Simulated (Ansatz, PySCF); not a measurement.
Gas-phase reaction (SMILES): O[Si](F)(F)F [trifluoro(hydroxy)silane] + O (H2O) -> O[Si](O)(F)F [difluoro(dihydroxy)silane] + F (HF); water cleaves one Si-F bond, a model of a ligand-exchange step.

Structures are relaxed separately at B3LYP-D3(BJ)/def2-TZVP in Ansatz (a first-principles code), one conformer each, not searched for the lowest. Correlated levels leave the core frozen unless marked. Spin-orbit coupling is left out. No relativistic terms. CBS marks a two-point X^-3 extrapolation of the correlation energy; Hartree-Fock from the larger set. Thermal terms are rigid-rotor harmonic-oscillator values from B3LYP-D3(BJ) frequencies (Ansatz or PySCF) at 298.15 K and 1 atm. 1 Eh = 627.5095 kcal/mol.

| species | E, CCSD(T)/CBS(cc-pV(T+d)Z,cc-pV(Q+d)Z) (Ansatz) (Eh) | E, PBE-D3(BJ)/def2-TZVPD (Ansatz + dftd3) (Eh) | H - E (Eh) | G - E (Eh) |
|---|---|---|---|---|
| O[Si](F)(F)F | -664.49289 | -664.78860 | 0.03005 | -0.00588 |
| O (H2O) | -76.37426 | -76.38147 | 0.02495 | 0.00353 |
| O[Si](O)(F)F | -640.46226 | -640.76191 | 0.04180 | 0.00488 |
| F (HF) | -100.39146 | -100.39533 | 0.01259 | -0.00713 |

Problem. Work out ΔE and ΔH, ΔG, ΔS and the equilibrium constant at 298.15 K at the first level, then ΔH at the second.

Solution. 
1. ΔE = [(-640.46226) + (-100.39146)] - [(-664.49289) + (-76.37426)] = 0.01343 Eh = 8.4 kcal/mol at CCSD(T)/CBS(cc-pV(T+d)Z,cc-pV(Q+d)Z).
2. The terms H - E add up to -0.00061 Eh, so ΔH = (0.01343 + (-0.00061))×627.5095 = 8.0 kcal/mol.
3. The terms G - E add up to 0.00010 Eh, so ΔG = 8.5 kcal/mol, and ΔS = (-0.00061 - (0.00010))×627509.5/298.15 = -1.5 cal/(mol K).
4. log10 K = -ΔG/(RT ln 10) = -6.2, with RT ln 10 = 1.3642 kcal/mol.
5. At PBE-D3(BJ)/def2-TZVPD the same steps give ΔE = 8.1 and ΔH = 7.7 kcal/mol, a shift of -0.3 from the first level.
6. These values are not checked against measurement here, since the tables used lack a sound gas-phase enthalpy of formation for at least one species.
